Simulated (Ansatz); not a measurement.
Ideal-gas functions of H6SSiSn, SMILES `[SiH3][SnH2][SH]` at 298.15 K and 1 bar, from an Ansatz frequency run at PBE0-D4/def2-TZVP.

Molar mass 184.91 g/mol, point group Cs (symmetry number 1), electronic degeneracy 1, moments of inertia 108.583, 269.176, 364.068 u Å². Harmonic wavenumbers (cm⁻¹, unscaled): 47, 80, 88, 301, 309, 349, 460, 473, 556, 590, 697, 720, 857, 936, 938, 1924, 1925, 2222, 2238, 2243, 2713.

Use S(trans) = R[1.5 ln M + 2.5 ln T − 1.1517]; rotational temperatures θ = 24.2544 K / I; S(rot) = R[ln(√π/σ · √(T³/θAθBθC)) + 1.5]; for each mode x = 1.438777 ν̃/T, S = R[x/(eˣ − 1) − ln(1 − e⁻ˣ)] and H = RT x/(eˣ − 1); 1 cm⁻¹ = 0.0119627 kJ/mol; R = 8.31446 J/(mol·K).

By hand: the entropy, in J/(mol·K).

Translation 174.0. Rotation: θ = 0.2234, 0.0901, 0.0666 K, giving 115.8. Vibration, mode by mode: 20.67, 16.28, 15.50, 5.91, 5.72, 4.90, 3.21, 3.05, 2.23, 1.95, 1.30, 1.19, 0.69, 0.51, 0.50, 0.01, 0.01, 0.00, 0.00, 0.00, 0.00, in all 83.6. Electronic 0.0. Sum 373.4 J/(mol·K).

By hand: H − E and G − E in kJ/mol, counted from the electronic energy.

Zero-point energy ½ × 20666 × 0.0119627 = 123.6; thermal vibration 12.6; translation, rotation and pV give 4 RT = 9.9. H − E = 146.1 kJ/mol, and G − E = 146.1 − 298.15 × 373.4/1000 = 34.8 kJ/mol.

Vibration gives 22 % of the entropy, 52.4 J/(mol·K) of it from the modes under 150 cm⁻¹: soft modes count most, and the harmonic formula is weakest for them. The sum counts one conformer and one mirror image; others add a mixing term.
